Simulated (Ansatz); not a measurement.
CH5ClSiTe can be A, `[SiH3]C(Cl)[TeH]`, or B, `[SiH3][Te]CCl`.

Program: Ansatz. Geometries: PBE0-D4/def2-TZVP. ΔE: electronic, gas phase. CBS: MP2 limit from def2 TZ/QZ plus the TZ coupled-cluster correction, frozen cores. Functionals use def2-TZVPP. B3LYP here is the variant with VWN-RPA as its local correlation; programs differ in this. def2 core potentials past Kr. For Te outer-core shells are correlated without core-valence functions, which leaves a few kJ/mol of doubt a bond. Each species was taken in one conformer, which may not be the lowest.

(1) Which isomer does CCSD(T)/CBS put lower? Give the gap. (Estimate.)

(2) Give E(B) − E(A) in kcal/mol with ωB97M-V, B3LYP-D4, PBE0-D4, B2PLYP, CCSD(T)/def2-TZVPP, HF/def2-TZVPP, r2SCAN-D4. (Best estimate.)

Largest T1 diagnostic: 0.011.

Results:

(1) Computed: B, by 13.1 kcal/mol.

(2) The calculation gave: ωB97M-V -12.7, B3LYP-D4 -13.2, PBE0-D4 -14.3, B2PLYP -13.7, CCSD(T)/def2-TZVPP -12.2, HF/def2-TZVPP -15.5, r2SCAN-D4 -13.7. None reverses the order clearly.

The D4 term adds +1.2 kcal/mol with B3LYP and +0.6 kcal/mol with PBE0; it sums over pairs of atoms, weighted by their polarisabilities, and B3LYP, whose exchange is more repulsive, gets the larger term. In def2-TZVPP, CCSD(T) changes the Hartree–Fock value by +3.2 kcal/mol (the triples alone add +0.4 kcal/mol) and MP2 by +2.6 kcal/mol.
